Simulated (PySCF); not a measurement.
InCl2Br.
Cartesian coordinates in Å at the PBE0-D3(BJ)/def2-SVP level; atoms count from 1:
```xyz
4
BrCl2In angstrom
In    -0.0057    0.0102   -0.0011
Cl     2.3181    0.0351    0.0106
Cl    -1.0804    2.0720   -0.0383
Br    -1.2321   -2.1173    0.0288
```

Computed, not measured: TDDFT wB97X-D/def2-SVPD, vertical, gas phase, core orbitals frozen in the response, def2 core potentials past Kr in PySCF 2.14.0, density-fitted response routines. Spin–orbit coupling is left out.

Transition dipole moments from the ground state, in atomic units and in the frame of the coordinates above (overall signs are arbitrary), for the states with f of 0.002 or more among the lowest 6:

| state | E (eV) | μx | μy | μz |
| --- | --- | --- | --- | --- |
| S1 | 4.767 | 0.331 | -0.183 | 0.004 |
| S2 | 4.853 | 0.001 | -0.003 | -0.170 |
| S3 | 5.205 | 0.426 | -0.255 | 0.006 |
| S5 | 5.328 | 0.390 | 0.669 | -0.009 |
| S6 | 5.708 | -0.002 | 0.008 | 0.499 |

**Question.** What oscillator strength does each state have?

**Answer.** f = (2/3) ΔE |μ|² with ΔE in hartree (27.2114 eV).

```csv
state,|μ|² (au),|μ| (D),f
S1,0.143,0.96,0.017
S2,0.029,0.43,0.003
S3,0.247,1.26,0.031
S5,0.600,1.97,0.078
S6,0.249,1.27,0.035
```

**Question.** All atoms lie in one plane. Which transitions are polarised in it and which across it?

**Answer.** In the plane: S1, S3 and S5. Perpendicular: S2 and S6. In-plane polarisation joins two orbitals of the same parity under reflection in the plane (π with π, or σ with σ, in-plane lone pairs counted as σ); perpendicular polarisation joins orbitals of opposite parity.

**Question.** Which bond between heavy atoms lies closest to the direction of the S5 transition dipole?

**Answer.** In1–Br4, at 0° from it; next In1–Cl3 at 58°.

**Question.** What angle do the transition dipoles of S1 and S6 make?

**Answer.** |cos θ| = |μa·μb| / (|μa| |μb|) = 0.00, so θ ≈ 90° (taken between 0 and 90°, since the signs are arbitrary).

**Question.** How is the summed strength of these states shared among x, y and z?

**Answer.** (2/3) Σ ΔE μα² gives 0.056 for x, 0.071 for y and 0.038 for z, 0.165 in all.

**Question.** What peak molar absorption coefficient would the strongest computed level give as a lone Gaussian band 0.3 eV wide at half height?

**Answer.** ε(max) = 2.175×10⁸ f / FWHM, with the width in cm⁻¹. S5: 2.175×10⁸ × 0.0783 / 2420 ≈ 7000 L mol⁻¹ cm⁻¹.

All these states lie below the vertical ionisation energy of 11.40 eV (ΔSCF).
